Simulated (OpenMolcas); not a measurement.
## Multiconfigurational calculation on Ag4+

Input:

```
&GATEWAY
Coord
1

Ag 0.0 0.0 0.0
Basis=ANO-R2
Group=XYZ
NoMove
AngMom=0.0 0.0 0.0
AMFI
&SEWARD
&RASSCF
FileOrb=start.orb
Symmetry=1
Spin=4
nActEl=7 0 0
Inactive=9 9
Ras2=5 0
CIRoot=10 10 1
SDav=10
CIMx=300
Iter=120 100
PrWF=0.3
OrbListing=Nothing
MaxOrb=0
Atom
>>> COPY $Project.JobIph JOB001
&RASSCF
FileOrb=start.orb
Symmetry=1
Spin=2
nActEl=7 0 0
Inactive=9 9
Ras2=5 0
CIRoot=40 40 1
SDav=40
CIMx=300
Iter=120 100
PrWF=0.3
OrbListing=Nothing
MaxOrb=0
Atom
CIOnly
>>> COPY $Project.JobIph JOB002
&RASSI
NrOfJobIphs=2 10 28
1 2 3 4 5 6 7 8 9 10
1 2 3 4 5 6 7 8 9 10 11 12 13 14 15 16 17 18 19 20 21 22 23 24 25 26 27
28
IphNames
JOB001
JOB002
EJob
SpinOrbit
DIPRint=1.0
SOCoupling=1000.0
Subsets=2
MEES
Property=10
'ANGMOM' 1 'ANGMOM' 2 'ANGMOM' 3 'MLTPL  1' 1 'MLTPL  1' 2 'MLTPL  1' 3
'AMFI' 1 'AMFI' 2 'AMFI' 3 'MLTPL  2' 6
SOProperty=3
'ANGMOM' 1 'ANGMOM' 2 'ANGMOM' 3
```

Launched by
```bash
OMP_NUM_THREADS=1 MOLCAS_MEM=2252 MOLCAS_PROJECT=a pymolcas a.inp > a.log  # once for each step of the input, in one work folder
```

A driver script runs the steps one by one and writes start.orb anew before each from the orbitals found so far, so a CI-only block uses the converged orbitals of the first block.

Output, cut to the results:

```
--- SEWARD ---
Basis set label: AG.ANO-R...7S5P4D2F1G.

      Electronic valence basis set:
      ------------------
      Associated Effective Charge  47.000000 au
      Associated Actual Charge     47.000000 au
      Nuclear Model: Finite nucleus - Gaussian distribution
        Gaussian exponent, Xi/bohr**(-2):  2.03890E+08

      Shell  nPrim  nBasis  Cartesian Spherical Contaminant
         s      23       7        X
         p      16       5        X
         d      12       4                 X
         f       6       2                 X
         g       5       1                 X
                  Relativistic X2C integrals
                  Atomic mean-field integrals
--- RASSCF ---
Wave function specifications:
      -----------------------------

      Number of closed shell electrons          36
      Number of electrons in active shells       7
      Max number of holes in RAS1 space          0
      Max nr of electrons in RAS3 space          0
      Number of inactive orbitals               18
      Number of active orbitals                  5
      Number of secondary orbitals              42
      Spin quantum number                      1.5
      State symmetry                             1
Orbital specifications:
      -----------------------

      Symmetry species                           1   2
                                                ag  au
      Frozen orbitals                            0   0
      Inactive orbitals                          9   9
      Active orbitals                            5   0
      RAS1 orbitals                              0   0
      RAS2 orbitals                              5   0
      RAS3 orbitals                              0   0
      Secondary orbitals                        22  20
      Deleted orbitals                           0   0
      Number of basis functions                 36  29
      Number of CSFs                            10
      Number of root(s) required                10
      Iter CI   SX   CI       RASSCF       Energy    max ROT     max BLB   max BLB  Level Ln srch  Step   QN
          iter iter root      energy       change     param      element    value   shift minimum  type update
 Nr of preliminary CI iterations:   1
      Total energies have been shifted. Add                -5000.00 au
        1   1    7    0  -308.34484995    0.00E+00   1.62E-01*  12  20 1  6.01E-01*  0.00   0.00    SX    NO
        2   1    7    0  -308.84775150   -5.03E-01* -2.42E-02    8  14 2  2.30E-01*  0.00   0.00    SX    NO
        3   1    7    0  -308.87983106   -3.21E-02*  1.56E-02    8  14 2 -6.33E-02*  0.00   0.00    SX    NO
        4   1    7    0  -308.88384145   -4.01E-03*  6.58E-03    8  14 2  3.48E-02*  0.00   0.00    SX    NO
        5   1    7    0  -308.88465515   -8.14E-04*  2.13E-03    8  14 2 -1.52E-02*  0.00   0.69    QN   YES
        6   1    5    0  -308.88487380   -2.19E-04*  3.45E-05   11  19 1  1.45E-04*  0.00   1.01    QN   YES
        7   1    4    0  -308.88487384   -3.57E-08*  1.39E-06    9  16 1  1.23E-05   0.00   1.02    QN   YES
        8   1    3    0  -308.88487384   -1.21E-10  -1.77E-07    9  16 1  1.81E-06   0.00   1.12    QN   YES
      Convergence after  8 iterations
        9   1    3    0  -308.88487384    2.73E-12  -1.77E-07    2  16 1  3.97E-08   0.00   1.12    QN   YES
      Natural orbitals and occupation numbers for root  1
      sym 1:   1.044115   1.044115   1.000000   1.955885   1.955885
      Natural orbitals and occupation numbers for root  2
      sym 1:   1.077244   1.922756   1.922756   1.077244   1.000000
      Natural orbitals and occupation numbers for root  3
      sym 1:   1.089479   1.910521   1.000000   1.089479   1.910521
::    RASSCF root number  1 Total energy:  -5308.90733601
::    RASSCF root number  2 Total energy:  -5308.90733601
::    RASSCF root number  3 Total energy:  -5308.90733601
::    RASSCF root number  4 Total energy:  -5308.90733601
::    RASSCF root number  5 Total energy:  -5308.90733601
::    RASSCF root number  6 Total energy:  -5308.90733601
::    RASSCF root number  7 Total energy:  -5308.90733601
::    RASSCF root number  8 Total energy:  -5308.83246211
::    RASSCF root number  9 Total energy:  -5308.83246211
::    RASSCF root number 10 Total energy:  -5308.83246211
--- RASSCF ---
Wave function specifications:
      -----------------------------

      Number of closed shell electrons          36
      Number of electrons in active shells       7
...
--- RASSI ---
SPIN-FREE ENERGIES:
  (Shifted by EMIN (a.u.) =      -5308.9073360069)

 SF State       Relative EMIN(au)   Rel lowest level(eV)    D:o, cm**(-1)      L_eff

     1             0.0000000000        0.0000000000              0.0000         3.0
     2             0.0000000000        0.0000000000              0.0000         3.0
     3             0.0000000000        0.0000000000              0.0000         3.0
     4             0.0000000000        0.0000000000              0.0000         3.0
     5             0.0000000000        0.0000000000              0.0000         3.0
     6             0.0000000000        0.0000000000              0.0000         3.0
     7             0.0000000000        0.0000000000              0.0000         3.0
     8             0.0748738960        2.0374225027          16432.9207         1.0
     9             0.0748738960        2.0374225027          16432.9207         1.0
    10             0.0748738960        2.0374225027          16432.9207         1.0
    11             0.0809641718        2.2031473497          17769.5817         4.0
    12             0.0809641718        2.2031473497          17769.5817         4.0
    13             0.0809641718        2.2031473497          17769.5817         4.0
    14             0.0809641718        2.2031473497          17769.5817         4.0
    15             0.0809641718        2.2031473497          17769.5817         4.0
    16             0.0809641718        2.2031473497          17769.5817         4.0
    17             0.0809641718        2.2031473497          17769.5817         4.0
    18             0.0809641718        2.2031473497          17769.5817         4.0
    19             0.0809641718        2.2031473497          17769.5817         4.0
    20             0.1059221371        2.8822881839          23247.2220         4.3
    21             0.1059221371        2.8822881839          23247.2220         4.7
...
```

Levels above the lowest, from the spin-orbit matrix, grouped by J:

| Configuration | Term | J | E (cm-1) | Measured (cm-1) | g | Term weight % | Second |
| --- | --- | --- | --- | --- | --- | --- | --- |
| 4d7 | 4F | 9/2 | 0.0 | 0.0 | 1.328 | 97 | 3 2G |
| 4d7 | 4F | 7/2 | 3488 | 3690 | 1.236 | 99 |  |
| 4d7 | 4F | 5/2 | 5663 | 5816 | 1.032 | 98 |  |
| 4d7 | 4F | 3/2 | 6957 | 7097 | 0.413 | 97 | 3 2D |
| 4d7 | 4P | 3/2 | 18403 | 14204 | 1.616 | 73 | 26 2P |
| 4d7 | 4P | 5/2 | 18816 | 14899 | 1.592 | 98 | 2 2D |
| 4d7 | 2G | 9/2 | 19430 | 16875 | 1.091 | 85 | 13 2H |
| 4d7 | 4P | 1/2 | 20877 | 17067 | 2.453 | 89 | 11 2P |
| 4d7 | 2G | 7/2 | 23074 | 20442 | 0.891 | 99 |  |
| 4d7 | 2P | 3/2 | 25827 |  | 1.268 | 47 | 28 2D |
| 4d7 | 2H | 11/2 | 25842 | 22532 | 1.091 | 100 |  |
| 4d7 | 2D | 5/2 | 28502 | 24361 | 1.207 | 96 | 2 4P |
| 4d7 | 2P | 1/2 | 29138 | 24599 | 0.883 | 89 | 11 4P |
| 4d7 | 2H | 9/2 | 29371 | 26368 | 0.935 | 87 | 12 2G |

Against the 12 measured excited levels shown (the list in Gamrath, thesis, University of Mons (2023)) the mean absolute deviation is 2700 cm-1; the largest miss in energy is 4d7 2P 1/2: computed 29138, measured 24599 cm-1 (+18.5 %), and the largest in proportion 4d7 4P 3/2 [73 %] (+29.6 %).

Without dynamic correlation excited terms often stand tens of per cent too high (terms of higher spin than the ground term too low), and those without a measured partner can miss by more than the paired ones. Terms from blocks run as CI alone lack orbitals of their own. Computed and measured levels are paired by configuration, term and J; levels that our copy of the source lacks, or whose pairing is in doubt (as where it misses far off the trend of its configuration), stay unpaired and out of the deviations. Levels of configurations outside the active space are missing. The first state left out of the spin-orbit step lies near 40000 cm-1 above the lowest spin-free state of the reference (among the parities and spins computed), and the list stops at four fifths of that energy or lower.

The RASSCF and RASSI steps took 5.1 s on 1 thread of Intel(R) Xeon(R) 6975P-C (Granite Rapids) (shared host); the integral step is not counted.

The term weight is that of the spin-free term in the level, not the purity of its configuration. A share in square brackets marks a mixed level and gives the weight of the term that names it.
